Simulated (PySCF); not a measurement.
Ionising AsO

B3LYP; PySCF, no relativity, basis sets As def2-TZVPPD, O def2-TZVPPD. Neutral (UKS): doublet (π ↑), Re = 1.626 Å, ωe = 1001 cm⁻¹, De = 5.04 eV, HOMO -5.62 eV, LUMO -3.85 eV.

AsO⁻ (UKS): triplet (π ↑↑), Re = 1.703 Å, ωe = 824 cm⁻¹, De = 4.73 eV to As + O⁻. The energies at the minima are -2311.13117 hartree for AsO and -2311.18164 for AsO⁻.

Problem. Work out the adiabatic electron affinity, without and with harmonic zero-point energies (1 hartree = 27.2114 eV, 1 eV = 8065.5 cm⁻¹), and the change of the bond length.

Solution. At B3LYP: 0.05047 hartree = 1.373 eV between the minima; the zero-point term (1001.0 − 824.0)/2 cm⁻¹ = +0.011 eV makes it 1.384 eV. Re changes by +7.7 pm against the neutral. The electron enters a π orbital, and the longer bond of the ion fits an antibonding orbital, or a change in how ionic the bond is.

Spin–orbit coupling is left out. For an ion De counts to the pair picked by the measured ionisation energies or electron affinities, which need not be the lowest pair at this level. The highest Kohn–Sham level is positive in this anion. Much of that is self-interaction error, but it also means that the finite basis helps to hold the extra electron. States were picked by a PBE0 search and need not be the measured ground states.
